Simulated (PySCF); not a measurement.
dibromo(fluoro)methane (CHBr2F), SMILES FC(Br)Br. Heavy atoms are numbered as in [F:1][CH:2]([Br:3])[Br:4]. Hydrogens are named by the atom that carries them.

Coordinates come from a PBE0-D3(BJ)/def2-SVP optimisation.

Level of theory: r2SCAN/def2-TZVPD in PySCF.

Mulliken values depend strongly on the basis, most of all with diffuse functions as here. ESP charges are fitted to the potential on shells at 1.4 to 2.0 van der Waals radii. Atomic charges (e), one atom of each kind:

| atom | ESP fit | Mulliken | IAO |
|---|---|---|---|
| F1 | (withheld) | -0.14 | -0.25 |
| C2 (CH) | (withheld) | 0.39 | 0.08 |
| Br3 | (withheld) | -0.17 | -0.01 |
| H on C2 | (withheld) | 0.10 | 0.19 |

**Question.** Fill in the missing entries. (Estimate from the structure and the level; the computed values follow.)

**Answer.** 
- F1, ESP fit: 0.02
- C2 (CH), ESP fit: -0.33
- Br3, ESP fit: 0.01
- H on C2, ESP fit: 0.28
